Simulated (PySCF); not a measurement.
Start geometry of `O=S(=O)([O-])C1=CC=CC12CC2` from GFN2-xTB (Å):
```
atom  x, y, z in Å
O1     2.1063   -1.2083   -1.2621
S2     2.2160   -0.1576   -0.2453
O3     3.1402    0.9122   -0.5990
O4     2.4065   -0.6831    1.1102
C5     0.5860    0.5962   -0.2064
C6     0.2061    1.8652   -0.4391
C7    -1.2272    1.9632   -0.2811
C8    -1.7217    0.7525    0.0491
C9    -0.6016   -0.1927    0.1178
C10   -0.4935   -1.3311    1.1187
C11   -0.6738   -1.6483   -0.3122
H12    0.8562    2.6791   -0.7014
H13   -1.7921    2.8724   -0.4117
H14   -2.7488    0.4884    0.2362
H15   -1.3232   -1.4648    1.8005
H16    0.4959   -1.4472    1.5385
H17    0.1933   -1.9801   -0.8661
H18   -1.6334   -2.0096   -0.6582
```

Task: What comes out of this run: PySCF, PBE0-D3(BJ)/def2-SVP geometry optimisation, gas phase?

Result: 
```
atom  x, y, z in Å
O1     2.3356   -0.8700   -1.2001
S2     2.2768    0.1717   -0.1460
O3     3.0924    1.3669   -0.4188
O4     2.4243   -0.3747    1.2256
C5     0.5867    0.7390   -0.2032
C6     0.1574    1.9991   -0.4639
C7    -1.2993    2.0203   -0.4117
C8    -1.7575    0.7753   -0.1195
C9    -0.5942   -0.1166    0.0286
C10   -0.5391   -1.2736    1.0204
C11   -0.5983   -1.5735   -0.4255
H12    0.8214    2.8375   -0.6743
H13   -1.9179    2.9050   -0.5828
H14   -2.7960    0.4567   -0.0100
H15   -1.4324   -1.4253    1.6331
H16    0.4331   -1.3632    1.5167
H17    0.3310   -1.8712   -0.9226
H18   -1.5356   -1.9382   -0.8556
```

The energy falls by 2.9 kcal/mol over 12 energy and gradient evaluations, the largest force component goes from 0.0192 to 2.9e-04 Eh/bohr, and the atoms move by 0.066 Å rms after alignment. Among the bonds, O1=S2, S2–O4 and C6–H12 change most and about equally (+0.016 to +0.017 Å). Bonds longer at the end by more than 0.005 Å: 17 of 19; shorter: 1. Among the angles that change most is S2–C5–C9, from 121.0° to 124.6°. Rotational constants go from 1726, 952.9, 734.2 to 1688, 935.8, 719.6 MHz. The orientation of the end geometry is arbitrary; only internal coordinates are fixed.

The run used 193 basis functions and 86 SCF cycles in all. Cost: about 10 min of CPU time on one thread; the machine was shared, so the figure is rough.

Stationary, but not proved a minimum.
